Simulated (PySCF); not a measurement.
B3LYP has the VWN-RPA correlation part, as in Gaussian. Delta-SCF ions had no search for a lower state. Excitations are Tamm–Dancoff values on a coarser integration grid. The basis has no diffuse functions, so Rydberg states are missing or too high.

C4H9N, SMILES `C(NC)C=C` (C–C–C–N torsion 123°, C–C–N–C torsion 179°) (charge 0, multiplicity 1)

Computed with B3LYP-D3(BJ)/def2-TZVP in PySCF 2.14.0.

The HOMO is -6.28 eV and the dipole moment comes out as 0.85 D. The LUMO comes out as -0.01 eV and the HOMO–LUMO gap is 6.27 eV. The S1 excitation (TDA) is 5.32 eV. The S1 oscillator strength is 0.007. The T1 excitation (TDA) comes out as 4.52 eV, the S1–T1 gap (TDA) comes out as 0.80 eV and the vertical ionisation energy (Delta-SCF) is 8.72 eV. The total energy is -212.6616 Ha and the cost is about 5 core-minutes (a rough figure).

```xyz
14

C      2.5357     0.1947     0.1071
C      1.3402     0.5325     0.5722
C      0.0687     0.4441    -0.2116
N     -0.9106    -0.3859     0.4796
C     -2.1777    -0.4894    -0.2260
H      2.6652    -0.1743    -0.9044
H      3.4278     0.2801     0.7142
H      1.2333     0.8879     1.5928
H      0.2855     0.0942    -1.2350
H     -0.3672     1.4455    -0.3098
H     -0.5180    -1.3075     0.6314
H     -2.8416    -1.1683     0.3101
H     -2.0832    -0.8451    -1.2648
H     -2.6580     0.4915    -0.2558
```
Charge 0, spin multiplicity 1.
